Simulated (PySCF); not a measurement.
## Stationary points of LuOF

Computed with PySCF, B3LYP, basis Lu def2-SVP with ECP28, O def2-SVP, F def2-SVP (scalar-relativistic core potentials, no spin–orbit coupling, density fitting).

Relaxations began from a few typed shapes. The search is not exhaustive: other isomers or separated fragments can lie lower, and high-lying points may rest on an excited occupation.

Which is the lowest minimum found?
A. singlet C∞v: Lu–F 2.071 Å, Lu–O 1.835 Å; F–Lu–O 180.0°
B. singlet Cs: Lu–F 1.960 Å, Lu–O 1.808 Å; F–Lu–O 109.9°

B. The others lie at 86.6 (singlet C∞v, a saddle point) kJ/mol above it.

Formally Lu is in oxidation state +3, d0. The polar-tensor charge on Lu, 1.55, is far below the formal one.
